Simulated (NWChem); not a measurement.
System: C₃H₁₀Si; SMILES [SiH3]C(C)C

Here is an NWChem input.

```
start job
memory heap 200 mb stack 900 mb global 1100 mb
geometry units angstroms noautosym nocenter noautoz
  Si    -0.026544    -1.379836     0.000000
  C      0.391387     0.470955     0.000000
  C     -0.117861     1.159172    -1.266496
  C     -0.117861     1.159172     1.266496
  H      0.537176    -2.048147    -1.215485
  H      0.537176    -2.048147     1.215485
  H     -1.511921    -1.577943     0.000000
  H      1.496909     0.517034     0.000000
  H      0.174163     2.222910    -1.283806
  H     -1.218548     1.124284    -1.327333
  H      0.278718     0.693089    -2.182239
  H      0.278718     0.693089     2.182239
  H      0.174163     2.222910     1.283806
  H     -1.218548     1.124284     1.327333
end
basis spherical
  * library pcsseg-1
end
dft
  xc pbe0
  iterations 150
end
property
  shielding 9 1 2 3 5 7 8 9 10 11
end
task dft property
```

The geometry was optimised at PBE0/def2-SVP.

GIAO values for the isolated, static molecule; σ is the absolute isotropic shielding, δ = σ(reference) − σ with the isolated reference molecule computed at the same levels (13C: tetramethylsilane, 1H: tetramethylsilane, 29Si: tetramethylsilane).

Atoms are numbered as in the input.

**Question.** Give the results of this calculation. (PBE0/pcSseg-1, GIAO.) Quantities: δ Si1 (ppm); δ C2 (ppm); δ C3 (ppm); δ H5 (rotor mean) (ppm); δ H8 (ppm); δ H9 (rotor mean) (ppm).

**Answer.** 
```json
{
 "δ Si1 (ppm)": "-53.0",
 "δ C2 (ppm)": "11.9",
 "δ C3 (ppm)": "21.0",
 "δ H5 (rotor mean) (ppm)": "3.77",
 "δ H8 (ppm)": "0.90",
 "δ H9 (rotor mean) (ppm)": "1.10"
}
```
